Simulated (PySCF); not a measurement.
B3LYP has the VWN-RPA correlation part, as in Gaussian. Excitations are Tamm–Dancoff values on a coarser integration grid. The basis has no diffuse functions, so Rydberg states are missing or too high.

Cartesian coordinates (Å):
```xyz
13

C      1.2762    -1.5769    -0.3272
C      0.8039    -0.4749     0.5708
C     -0.1685     0.3630     0.2751
C     -1.1789     0.7937    -0.6913
C     -0.9963     1.5021     0.6617
H      0.7098    -1.5954    -1.2585
H      2.3361    -1.4588    -0.5717
H      1.1723    -2.5521     0.1578
H      1.3067    -0.3708     1.5289
H     -0.8622     1.3238    -1.5828
H     -2.0694     0.1897    -0.8261
H     -0.5612     2.4953     0.6533
H     -1.7684     1.3612     1.4100
```
Charge 0, multiplicity 1.

**Question.** Estimate the HOMO–LUMO gap, T1 excitation (TDA), LUMO, S1 excitation (TDA), S1–T1 gap (TDA), brightest of the four lowest singlets (TDA), total energy and HOMO that B3LYP-D3(BJ)/def2-TZVP run with PySCF returns for this input.

**Answer.** 
- HOMO–LUMO gap: 6.95 eV
- T1 excitation (TDA): 4.37 eV
- LUMO: 0.19 eV
- S1 excitation (TDA): 6.79 eV
- S1–T1 gap (TDA): 2.42 eV
- brightest of the four lowest singlets (TDA): 7.24 eV
- total energy: -195.3735 Ha
- HOMO: -6.75 eV
